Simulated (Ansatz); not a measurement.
Abstraction of Br: SnH3Br + C2H7Si → SnH3 + C2H7BrSi

Gas-phase species: SnH3Br `[Br][SnH3]`, singlet; C2H7Si `CC[SiH2]`, doublet; SnH3 `[SnH3]`, doublet; C2H7BrSi `CC[SiH2]Br`, singlet. A radical takes Br: the energy is the difference in strength between the Sn–Br bond broken and the Si–Br bond made.

Shapes, held fixed at every level: PBE0-D4/def2-TZVP. Flexible molecules stand in one conformer, not always the lowest. Programs: Ansatz 0.2.0. The zero-point and thermal change to 298 K, harmonic and unscaled (PBE0-D4/def2-TZVP), is +0.5 kJ/mol.

```tsv
level	kind	ΔH(298 K) (kJ/mol)	less CCSD/def2-SVP
MP2/def2-TZVPP	perturbation theory	-66.9	-9.0
HF/def2-SVP	Hartree–Fock	-53.2	+4.7
HF/def2-TZVPP	Hartree–Fock	-54.1	+3.8
r2SCAN0-D4/def2-TZVPP	global hybrid	-62.2	-4.3
wB97M-V/def2-TZVPP	range-separated hybrid	-73.1	-15.2
wB97X-V/def2-TZVPP	range-separated hybrid	-62.7	-4.8
B2PLYP/def2-TZVPP	double hybrid	-62.7	-4.8
CCSD/def2-SVP	coupled cluster or CI	-57.9	0.0
```

The highest level, CCSD/def2-SVP, gives ΔH(298 K) = -57.9 kJ/mol; the levels span -73.1 to -53.2. The column of differences is taken from that level and isn't an error. No measured value is set beside it here. Open shells run unrestricted. For atoms past krypton def2 sets carry core potentials with scalar relativity. Relativity is left out for Br. Outer-core shells of Br, Sn are correlated, in sets that cover them unevenly. CCSD/def2-SVP lies outside the range of the other correlated levels here, so it shouldn't be taken on trust.
